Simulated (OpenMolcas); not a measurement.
**Computed transition rates of Sn I**

```
Program             : OpenMolcas
Method              : MS-RASPT2, IPEA 0.25 Eh, imaginary shift 0.1 Eh (closed shells correlated: 4d 5s)
Basis               : ANO-RCC [10s9p8d5f3g]
Scalar Hamiltonian  : DKH2, point nucleus
Active space        : 2 electrons in 9 orbitals (RAS2 5p; RAS3 5d 6s, at most 1 electron)
State averaging     : 2S+1 = 3 even, 3 roots; 2S+1 = 1 even, 6 roots; 2S+1 = 3 odd, 18 roots; 2S+1 = 1 odd, 18 roots
Spin-orbit coupling : state interaction with AMFI integrals over the reference wave functions, term energies averaged over their components
```

Rates come from the transition moments of the reference wave functions (E1 and E2 in the length form). At fixed line strength A goes as λ^-3 for E1 and M1 and as λ^-5 for E2, so a rate at the computed wavelength can be rescaled to the measured one. Measured vacuum wavelengths follow from level energies in NIST Handbook of Basic Atomic Spectroscopic Data. Branching counts decays inside the model space alone, at computed energies, and the table is only a selection of the E1 lines, drawn from those between levels with measured partners whose computed energy lies within a factor of 1.5 of the measured one.

```
         Upper        Lower  Type  λ computed (nm)  λ measured (nm)  A computed (s-1)  A rescaled (s-1)  Branching %
5s² 5p 6s ¹P°₁  5s² 5p² ¹S₀    E1            491.9            452.6          5.35e+06          6.87e+06          1.7
5s² 5p 6s ³P°₁  5s² 5p² ¹D₂    E1            361.2            380.2          2.48e+07                            9.2
5s² 5p 6s ³P°₂  5s² 5p² ¹D₂    E1              324            333.2          1.06e+07                            3.4
5s² 5p 6s ¹P°₁  5s² 5p² ¹D₂    E1            316.4            326.3          2.63e+08          2.40e+08         83.0
5s² 5p 6s ³P°₁  5s² 5p² ³P₂    E1            304.6            317.6          1.15e+08          1.01e+08         42.6
5s² 5p 6s ³P°₀  5s² 5p² ³P₁    E1            292.5            303.5          2.52e+08          2.26e+08        100.0
5s² 5p 6s ³P°₁  5s² 5p² ³P₁    E1            290.5              301          5.09e+07          4.58e+07         18.9
5s² 5p 6s ³P°₁  5s² 5p² ³P₀    E1            279.2            286.4          7.82e+07          7.24e+07         29.1
5s² 5p 6s ³P°₂  5s² 5p² ³P₂    E1            277.7            284.1          2.09e+08          1.95e+08         67.7
5s² 5p 6s ³P°₂  5s² 5p² ³P₁    E1              266            270.7          8.94e+07          8.48e+07         28.9
5s² 5p 6s ¹P°₁  5s² 5p² ³P₁    E1            260.8            266.2          1.70e+07                            5.4
5s² 5p 5d ³F°₃  5s² 5p² ¹D₂    E1            254.8            257.2          1.16e+07                            5.9
5s² 5p 6s ¹P°₁  5s² 5p² ³P₀    E1            251.6            254.7          3.14e+07                            9.9
5s² 5p 5d ³F°₃  5s² 5p² ³P₂    E1            225.2              227          1.83e+08          1.79e+08         94.1
```

Spin-changing lines and M1 lines between different terms are not rescaled, since their strength hangs on the term gaps too.

The largest correction is for 5s² 5p 6s ¹P°₁ → 5s² 5p² ¹S₀ (E1): 5.35e+06 × (491.9 / 452.6)^3 = 6.87e+06 s-1, a factor of 1.28.

The computed rate and branching of 5s² 5p 6s ³P°₀ → 5s² 5p² ³P₁ give the upper level a radiative lifetime of 1.000 / 2.52e+08 s-1 = 3.97e-09 s, counting decays inside the model space alone. The rescaled rate gives about 4.4e-09 s.

No measured rate stands beside these. Rescaling mends the energy factor alone: line strengths can still be far off where a level mixes with configurations outside the active space, and weak or spin-changing lines hang on small mixing coefficients that depend on the term gaps too, so rescaling need not improve them.

CASPT2 breaks the degeneracy within a term, and the mean is taken; among the terms shown or strongly mixed into the levels shown the widest spread is 120 cm-1 (5s² 5p 5d ³F°). ANO sets are built for valence states and can reach diffuse excited orbitals poorly, and with the s shell closed the s pⁿ⁺¹ terms that mix with these levels are absent. With the s shell closed, the reference lacks s² → p² mixing. Measured partners are found by configuration, term and J. A level has none where our copy of the source lacks it or the pairing is in doubt (some pairs that miss far off the trend of their configuration count as doubtful). Only configurations of the active space appear.

° marks odd parity.
